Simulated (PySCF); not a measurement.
**Basis and Hamiltonian dependence of the ionisation energy of V(2+)**

V(2+) [Ar] 3d3 (4F) → V(3+) [Ar] 3d2 (3F). Calculated with PySCF 2.14 from differences of total energies of unrestricted determinants, without spin-orbit coupling. Values in eV.

```json
{"basis": "def2-SVP", "Hamiltonian": "non-relativistic", "functions": "31", "UHF": "28.771", "LDA": "30.691", "PBE0": "n/a", "MP2 (valence)": "29.000", "CCSD(T) (valence)": "n/a", "CCSD(T) (valence and next inner shell)": "n/a"}
{"basis": "6-31G*", "Hamiltonian": "non-relativistic", "functions": "34", "UHF": "28.558", "LDA": "n/a", "PBE0": "n/a", "MP2 (valence)": "28.816", "CCSD(T) (valence)": "n/a", "CCSD(T) (valence and next inner shell)": "n/a"}
{"basis": "ANO-RCC-VTZP", "Hamiltonian": "spin-free X2C", "functions": "59", "UHF": "28.260", "LDA": "30.053", "PBE0": "29.688", "MP2 (valence)": "28.642", "CCSD(T) (valence)": "28.708", "CCSD(T) (valence and next inner shell)": "29.107"}
{"basis": "aug-cc-pVDZ", "Hamiltonian": "non-relativistic", "functions": "59", "UHF": "28.663", "LDA": "30.553", "PBE0": "30.175", "MP2 (valence)": "28.949", "CCSD(T) (valence)": "29.018", "CCSD(T) (valence and next inner shell)": "n/a"}
{"basis": "aug-cc-pVDZ-DK", "Hamiltonian": "spin-free X2C", "functions": "59", "UHF": "28.453", "LDA": "30.371", "PBE0": "29.983", "MP2 (valence)": "28.741", "CCSD(T) (valence)": "28.812", "CCSD(T) (valence and next inner shell)": "n/a"}
{"basis": "def2-TZVPPD", "Hamiltonian": "non-relativistic", "functions": "67", "UHF": "28.340", "LDA": "30.196", "PBE0": "29.794", "MP2 (valence)": "28.703", "CCSD(T) (valence)": "28.771", "CCSD(T) (valence and next inner shell)": "29.186"}
{"basis": "x2c-TZVPPall with one added diffuse shell each of s, p, d, f type", "Hamiltonian": "spin-free X2C", "functions": "80", "UHF": "28.159", "LDA": "30.026", "PBE0": "29.620", "MP2 (valence)": "28.524", "CCSD(T) (valence)": "28.593", "CCSD(T) (valence and next inner shell)": "29.014"}
{"basis": "aug-cc-pVTZ-DK", "Hamiltonian": "spin-free X2C", "functions": "93", "UHF": "28.168", "LDA": "30.046", "PBE0": "29.630", "MP2 (valence)": "28.541", "CCSD(T) (valence)": "28.610", "CCSD(T) (valence and next inner shell)": "n/a"}
{"basis": "def2-QZVPPD", "Hamiltonian": "non-relativistic", "functions": "93", "UHF": "28.356", "LDA": "30.264", "PBE0": "29.839", "MP2 (valence)": "28.752", "CCSD(T) (valence)": "28.820", "CCSD(T) (valence and next inner shell)": "29.276"}
{"basis": "x2c-QZVPPall", "Hamiltonian": "spin-free X2C", "functions": "96", "UHF": "28.173", "LDA": "30.092", "PBE0": "29.663", "MP2 (valence)": "28.570", "CCSD(T) (valence)": "28.638", "CCSD(T) (valence and next inner shell)": "29.096"}
{"basis": "aug-cc-pVTZ with one added diffuse shell each of s, p, d, f, g type", "Hamiltonian": "non-relativistic", "functions": "118", "UHF": "28.350", "LDA": "30.215", "PBE0": "29.803", "MP2 (valence)": "28.723", "CCSD(T) (valence)": "n/a", "CCSD(T) (valence and next inner shell)": "n/a"}
{"basis": "x2c-QZVPPall with one added diffuse shell each of s, p, d, f, g type", "Hamiltonian": "spin-free X2C", "functions": "121", "UHF": "28.173", "LDA": "30.091", "PBE0": "29.663", "MP2 (valence)": "28.570", "CCSD(T) (valence)": "n/a", "CCSD(T) (valence and next inner shell)": "n/a"}
{"basis": "aug-cc-pwCVTZ", "Hamiltonian": "non-relativistic", "functions": "127", "UHF": "28.342", "LDA": "30.225", "PBE0": "29.808", "MP2 (valence)": "28.751", "CCSD(T) (valence)": "28.817", "CCSD(T) (valence and next inner shell)": "n/a"}
{"basis": "aug-cc-pVQZ-DK", "Hamiltonian": "spin-free X2C", "functions": "140", "UHF": "28.164", "LDA": "30.070", "PBE0": "29.638", "MP2 (valence)": "28.572", "CCSD(T) (valence)": "n/a", "CCSD(T) (valence and next inner shell)": "n/a"}
```

Extrapolation of MP2 (valence) from aug-cc-pVTZ-DK and aug-cc-pVQZ-DK: the correlation parts are 0.374 and 0.408 eV; with the X⁻³ form and unrounded values, (4³ × 0.408 − 3³ × 0.374)/(4³ − 3³) = 0.433 eV, and adding the Hartree-Fock value 28.164 eV of the larger basis gives 28.597 eV.

Frozen in the all-electron rows: valence: [Ar]; valence and next inner shell: [Ne].

At UHF, def2-SVP, aug-cc-pVDZ lie more than 0.3 eV from the median of the rows with comparable relativity. Sets contracted for the neutral atom can be stiff in a shell that they treat as core.

Non-relativistic rows lack the scalar-relativistic shift.

Between the lowest levels the reference is 29.311 eV (measured; NIST Atomic Spectra Database, ionization energies); it includes spin-orbit coupling, which these numbers lack.
